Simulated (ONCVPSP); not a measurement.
**tungsten (W): one change to an ONCV potential, before and after**

```json
{"Element": "W", "Generator": "ONCVPSP 4.0.1", "Type": "optimised norm-conserving Vanderbilt (ONCV)", "Functional": "LDA (Perdew-Zunger)", "Relativity": "scalar-relativistic", "Frozen core": "[Kr] 4d10", "Valence charge": "28", "Reference configuration": "4f14 5s2 5p6 5d4 6s1.5 6p0.5", "Partial waves": "5s+6s: rc 1.75 bohr, ncon 5, nbas 9, qcut 7.7 1/bohr, 2 projectors; 5p+6p: rc 1.95 bohr, ncon 4, nbas 7, qcut 8.4 1/bohr, 2 projectors; 5d: rc 1.70 bohr, ncon 5, nbas 9, qcut 6 1/bohr, 2 projectors, debl 2.2 Ha; 4f: rc 0.50 bohr, ncon 4, nbas 8, qcut 23.5 1/bohr, 2 projectors, debl 1.1 Ha", "Local potential": "polynomial inside 0.35 bohr (lpopt 1, dvloc0 1 Ha)", "Core correction": "Teter function, fcfact 4, rcfact 1.75"}
```

In the f channel the program set the typed energies aside and used -1.260, 0.250 Ha.

Change: s: nproj 3.

Cutoffs: the cutoffs (Ha) at which the residual kinetic energy of the hardest occupied pseudo-wave falls to 1 and 0.1 mHa per electron; they do not see the model core or the augmentation charge, which bear on the density cutoff. Errors are all-electron minus pseudo energies relative to the spin-unpolarised reference configuration.

Question: What does the change do?

Answer: The potential gets neither clearly harder nor softer (1044 Ha and 1346 Ha → 1044 Ha and 1346 Ha); both files keep a bound ghost (d, p, s); the lowest positive-energy flag moves from none to s at 23.8 eV; the errors of the 4 common tests hardly move.

| quantity | base | changed |
| --- | --- | --- |
| cutoff, loose | 1044 Ha | 1044 Ha |
| cutoff, tight | 1346 Ha | 1346 Ha |
| bound ghosts | s, p, d | s, p, d |
| GHOST(+) flags under 300 eV | none | s at 23.8 eV |
| largest miss of a reference level, eV | 0.05 | 0.05 |
| error for 4f14 5s2 5p6 5d4 6s2 6p0, meV [ΔE -2.25 eV] | +0.5 | +0.5 |
| error for 4f14 5s2 5p6 5d4 6s1 6p0, meV [ΔE 6.88 eV] | -2.7 | -2.9 |
| error for 4f14 5s2 5p6 5d4 6s0 6p0, meV [ΔE 22.91 eV] | -10 | -11 |
| error for 4f14 5s2 5p6 5d5 6s0 6p0, meV [ΔE 7.73 eV] | -14 | -14 |
| s: phases at 1.77 bohr within 0.05 rad from the reference energy up to (Ha; the scan ends near 5) | to the end of the scan | to the end of the scan |
| p: phases at 1.98 bohr within 0.05 rad from the reference energy up to (Ha; the scan ends near 5) | to the end of the scan | to the end of the scan |
| d: phases at 1.72 bohr within 0.05 rad from the reference energy up to (Ha; the scan ends near 5) | to the end of the scan | to the end of the scan |
| f: phases at 0.51 bohr within 0.05 rad from the reference energy up to (Ha; the scan ends near 5) | to the end of the scan | to the end of the scan |
| rms error of d²Exc/dni dnj with the model core, mHa | 2.35 | 2.36 |

 A true bound ghost makes a file unfit for plane-wave use even where its test errors are small: the radial tests pick states by their node count and pass the ghost by.
